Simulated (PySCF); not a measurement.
A GIAO shielding run with PySCF (density fitting, non-relativistic, gas phase) on `InChI=1S/C6H12ClNSi/c1-5(7)9-4-6(9)8(2)3/h6,9H,1,4H2,2-3H3/t6-,9+/m1/s1`:

```
$ OMP_NUM_THREADS=1 python probes_run.py task.json out

{"job": {"kind": "nmr", "xc": "PBE0", "basis": "pcSseg-1"}, "charge": 0, "multiplicity": 1}
C      3.423374     1.188290     0.124173
C      2.313518     0.555846    -0.228057
Cl     1.607759     0.852272    -1.782186
Si     1.387845    -0.680282     0.836698
C      0.254186    -1.909471    -0.027368
C     -0.497903    -0.777912     0.682373
N     -1.181396     0.149180    -0.168276
C     -2.412420    -0.406765    -0.692245
C     -1.402455     1.419729     0.483920
H      3.924912     1.891596    -0.518883
H      3.863135     1.005731     1.088974
H      2.025877    -1.008882     2.101417
H      0.108372    -2.904847     0.366563
H      0.194454    -1.881476    -1.106068
H     -1.068502    -1.092511     1.565034
H     -3.159417    -0.594546     0.096535
H     -2.194721    -1.348091    -1.193218
H     -2.837406     0.285693    -1.418428
H     -2.054767     1.337110     1.368696
H     -1.861646     2.108919    -0.223906
H     -0.441718     1.827360     0.798481
```

Hardware: 1 thread of an AMD EPYC 7R43 64-Core, shared host. The job also computes population analyses, field gradients, ring-centre shieldings.

Question: How large is the calculation?

Answer: 86 electrons, 227 basis functions and 1216 auxiliary functions.

Question: How long does it take, and how much memory does it need?

Answer: 74 s of wall time, with 14 SCF cycles and 5 response iterations; peak memory 1.1 GiB. Times on a shared host scatter by some tens of per cent.
